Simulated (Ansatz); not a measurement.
Consider the redistribution: `C[SiH2]B(C)C` + `ClC=[Se]` → `CB(C)[SiH2]Cl` + `CC=[Se]`.

Computed with Ansatz on PBE0-D4/def2-TZVP structures; ΔE is electronic, products minus reactants. CCSD(T)/CBS is the MP2 limit (def2-TZVPP, def2-QZVPP) plus CCSD(T) − MP2 in def2-TZVPP, frozen cores. Functionals use def2-TZVPP. B3LYP here is the variant with VWN-RPA as its local correlation; programs differ in this. For Se outer-core shells are correlated without core-valence functions, which leaves a few kJ/mol of doubt a bond. Scalar relativity is left out up to krypton. One conformer a species, not always the lowest.

Question: Is it downhill or uphill in electronic energy at CCSD(T)/CBS, and by how much? (Best estimate.)

Answer: Ansatz gave: Downhill: ΔE = -129.8 kJ/mol.

Question: What do these levels give: r2SCAN, B3LYP, HF/def2-TZVPP, SCS-MP2/def2-QZVPP, HF/CBS(def2), CCSD/CBS(def2)? (Estimate.)

Answer: Ansatz gave: r2SCAN -122.1, B3LYP -125.5, HF/def2-TZVPP -155.2, SCS-MP2/def2-QZVPP -130.0, HF/CBS(def2) -155.3, CCSD/CBS(def2) -135.0 kJ/mol.

Largest T1 diagnostic among the species: 0.016.

From PBE to PBE0 (25 % exact exchange), in def2-TZVPP and without D4, ΔE moves by −11.4 kJ/mol. In def2-TZVPP, CCSD(T) changes the Hartree–Fock value by +27.5 kJ/mol (the triples alone add +5.2 kJ/mol) and MP2 by +28.3 kJ/mol.
